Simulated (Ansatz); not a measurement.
```yaml
crystal:
  periodic: [false, false, false]
  atoms:
    - {symbol: In, position_ang: [-2.292609, -1.250687, -1.729279]}
    - {symbol: P, position_ang: [-2.111278, -1.095212, 1.240782]}
    - {symbol: In, position_ang: [2.204124, -1.326543, -1.456884]}
    - {symbol: P, position_ang: [-0.048190, -0.035107, -1.982821]}
    - {symbol: P, position_ang: [2.029954, -1.138857, 1.267945]}
    - {symbol: In, position_ang: [0.027450, 0.038920, 2.434750]}
    - {symbol: In, position_ang: [0.049365, 2.625365, -1.628023]}
    - {symbol: P, position_ang: [0.024049, 2.346888, 1.221456]}
    - {symbol: H, position_ang: [-2.032941, -2.918640, -1.864076]}
    - {symbol: H, position_ang: [-3.577624, -0.243617, -1.742564]}
    - {symbol: H, position_ang: [-2.097486, -2.323291, 1.897678]}
    - {symbol: H, position_ang: [-3.183553, -0.727918, 1.698362]}
    - {symbol: H, position_ang: [2.014046, -3.071301, -1.677088]}
    - {symbol: H, position_ang: [3.444131, -0.208552, -1.790654]}
    - {symbol: H, position_ang: [0.108977, 0.026597, -3.381625]}
    - {symbol: H, position_ang: [2.104780, -2.424459, 1.760539]}
    - {symbol: H, position_ang: [3.012564, -0.572961, 1.761019]}
    - {symbol: H, position_ang: [0.010891, 0.036974, 4.173613]}
    - {symbol: H, position_ang: [-1.493638, 3.241722, -1.893427]}
    - {symbol: H, position_ang: [1.496632, 3.291306, -1.752773]}
    - {symbol: H, position_ang: [-1.012255, 2.998827, 1.830445]}
    - {symbol: H, position_ang: [1.118300, 2.998390, 1.767421]}
basis:
  gaussian: {orbitals: def2-SVP}
hamiltonian: {xc: {name: CAM-B3LYP}}
scf: {omitted_lower_state_checks: [starts]}
```

```sh
$ ansatz run in.yaml --threads 2 --pin off --events-out ev --progress --plain --max-ram 32768MiB --backend cuda --devices 0, --max-vram 18GiB
```

It prints (some lines left out):

```
Functional definition: CAM-B3LYP
2716 factors; integrals over basis functions are off by at most 1.4e-3 eV
920 factors; integrals over basis functions are off by at most 9.6e-6 eV
mean field evaluation 1: about -58062.2604 eV, gradient 2.3e1 eV
mean field evaluation 2: about -58063.6040 eV, gradient 1.5e1 eV
mean field evaluation 4: about -58064.1901 eV, gradient 8.4e-1 eV
mean field evaluation 8: about -58064.3058 eV, gradient 6.2e-2 eV
mean field evaluation 16: about -58064.3058 eV, gradient 5.3e-5 eV
mean field -58064.30581018 eV, -2133.8238811240 hartree, gradient 5.3e-5 eV, S^2 0.000000; 0 other end points of the search recorded, 0 dependent functions left out
reference -58064.30605185 eV, -2133.8238900051 hartree; 79, 79 occupied and 167, 167 virtual orbitals, 2716 factors
Total energy: -58064.30605185 eV, -2133.8238900051 hartree
Checks for a lower state left out: starts
```

It took 12 s on 2 threads of AMD EPYC 7R13 on a shared host and a share (18 GiB) of an NVIDIA H100 80GB HBM3, peak host memory 0.92 GiB.

In the def2 sets In takes a core potential; there is no spin–orbit coupling.
